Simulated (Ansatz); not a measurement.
Pulling on the Ge1–F2 bond in ClFGeH2 (SMILES [F][GeH2][Cl]) (multiplicity 1 held, fragments rigid). Energies count from the point at 1.741 Å.
Geometry at that point (charge 0, multiplicity 1):
```xyz
5

Ge    -0.48722    -0.28782     0.04176
F     -1.17044     1.31355     0.03434
Cl     1.64415    -0.04137    -0.10759
H     -0.82641    -0.91125     1.39620
H     -0.99928    -0.99708    -1.21243
```

Signs of static correlation in def2-TZVPP, from Ansatz (a first-principles code) runs.

```json
[
 {"R (Å)": "1.393", "T1 of restricted CCSD": "0.009", "⟨S²⟩ of UHF": "0.000", "largest double amplitude of restricted CCSD": "0.024"},
 {"R (Å)": "1.567", "T1 of restricted CCSD": "0.010", "⟨S²⟩ of UHF": "0.000", "largest double amplitude of restricted CCSD": "0.022"},
 {"R (Å)": "1.741", "T1 of restricted CCSD": "0.011", "⟨S²⟩ of UHF": "0.000", "largest double amplitude of restricted CCSD": "0.023"},
 {"R (Å)": "1.915", "T1 of restricted CCSD": "0.012", "⟨S²⟩ of UHF": "0.000", "largest double amplitude of restricted CCSD": "0.032"},
 {"R (Å)": "2.089", "T1 of restricted CCSD": "0.014", "⟨S²⟩ of UHF": "0.000", "largest double amplitude of restricted CCSD": "0.046"},
 {"R (Å)": "2.350", "T1 of restricted CCSD": "0.019", "⟨S²⟩ of UHF": "0.000", "largest double amplitude of restricted CCSD": "0.049"},
 {"R (Å)": "2.612", "T1 of restricted CCSD": "0.026", "⟨S²⟩ of UHF": "0.631", "largest double amplitude of restricted CCSD": "0.103"},
 {"R (Å)": "3.047", "T1 of restricted CCSD": "0.047", "⟨S²⟩ of UHF": "0.925", "largest double amplitude of restricted CCSD": "0.169"},
 {"R (Å)": "3.482", "T1 of restricted CCSD": "0.083", "⟨S²⟩ of UHF": "0.986", "largest double amplitude of restricted CCSD": "0.296"},
 {"R (Å)": "4.004", "T1 of restricted CCSD": "[?]", "⟨S²⟩ of UHF": "1.004", "largest double amplitude of restricted CCSD": "0.650"},
 {"R (Å)": "4.701", "T1 of restricted CCSD": "[?]", "⟨S²⟩ of UHF": "1.008", "largest double amplitude of restricted CCSD": "1.405"},
 {"R (Å)": "5.571", "T1 of restricted CCSD": "0.275", "⟨S²⟩ of UHF": "1.008", "largest double amplitude of restricted CCSD": "1.900"}
]
```

Q: Fill in the missing entries.

A: 
- 4.004, T1 of restricted CCSD: 0.150
- 4.701, T1 of restricted CCSD: 0.239

Doubts at one or more of the structures used: a restricted determinant that unrestricted orbitals would lower (R-CCSD(T)/def2-TZVPP); T1 above 0.05 (R-CCSD(T)/def2-TZVPP, U-CCSD(T)/def2-TZVPP); other coupled-cluster roots lie near (R-CCSD(T)/def2-TZVPP); a spin-contaminated determinant (U-CCSD(T)/def2-TZVPP).
